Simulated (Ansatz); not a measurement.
CH₃GeN⁺, that is Ge(CN)H3 with one electron fewer. The state is a doublet with charge 1. Geometry r2SCAN-D4/def2-TZVP.

| atom | x (Å) | y (Å) | z (Å) |
| --- | --- | --- | --- |
| Ge1 | 0.099 | 0.094 | 0.905 |
| C2 | -0.120 | -0.290 | -1.146 |
| N3 | -0.131 | 0.887 | -0.890 |
| H4 | -0.173 | -1.107 | -1.863 |
| H5 | -1.212 | 0.162 | 1.653 |
| H6 | 1.537 | 0.255 | 1.342 |

(1) Estimate the α-spin orbital energies around the gap (eV) in Ansatz with PBE-D4/def2-TZVP, PBE0-D4/def2-TZVP.

Answers

(1) 
```tsv
orbital	PBE-D4/def2-TZVP	PBE0-D4/def2-TZVP
HOMO−5	-20.62	-22.46
HOMO−4	-17.16	-18.96
HOMO−3	-16.62	-18.05
HOMO−2	-16.49	-18.03
HOMO−1	-14.96	-16.24
HOMO	-11.93	-13.00
LUMO	-8.18	-7.20
LUMO+1	-8.07	-6.96
LUMO+2	-7.19	-6.16
LUMO+3	-6.17	-5.23
LUMO+4	-3.62	-2.65
LUMO+5	-3.61	-2.62
β HOMO	-14.88	-16.17
β LUMO	-10.83	-9.76
```
